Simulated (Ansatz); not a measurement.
H5NSi2, SMILES `[H]/N=[SiH]/[SiH3]` (charge 0, multiplicity 1).

Cartesian coordinates (Å):
SMILES: [H]/N=[SiH]/[SiH3]
```xyz
8

N      1.8821    -0.7941    -0.4562
Si     0.9081     0.3017     0.1864
Si    -1.3854    -0.0441    -0.0372
H      2.8887    -0.6968    -0.3919
H      1.3144     1.5402     0.9258
H     -2.0000    -0.1245     1.3148
H     -1.6229    -1.2973    -0.7906
H     -1.9850     1.1149    -0.7511
```
Charge 0, spin multiplicity 1.

Frozen-core energies in 6-31g from Ansatz (an electronic-structure program) at a geometry from PBE0-D3(BJ)/def2-TZVP; the HF reference has <S^2> = 0.00 (restricted, and unstable towards unrestricted orbitals) and the T1 diagnostic is 0.017.

```json
[
 {"level": "HF", "energy (Ha)": "-635.01020"},
 {"level": "MP2", "energy (Ha)": "-635.24585"},
 {"level": "CCSD", "energy (Ha)": "-635.27710"}
]
```

Estimate the energies of CCSD(T), CCSDT, CCSDT(Q) and CCSDTQ, and give each level's difference from CCSDTQ.


```tsv
level	energy (Ha)	difference from CCSDTQ (mHa)
MP2	-635.24585	40.65
CCSD	-635.27710	9.39
CCSD(T)	-635.28489	1.61
CCSDT	-635.28566	0.84
CCSDT(Q)	-635.28666	-0.16
CCSDTQ	-635.28650	0.00
```
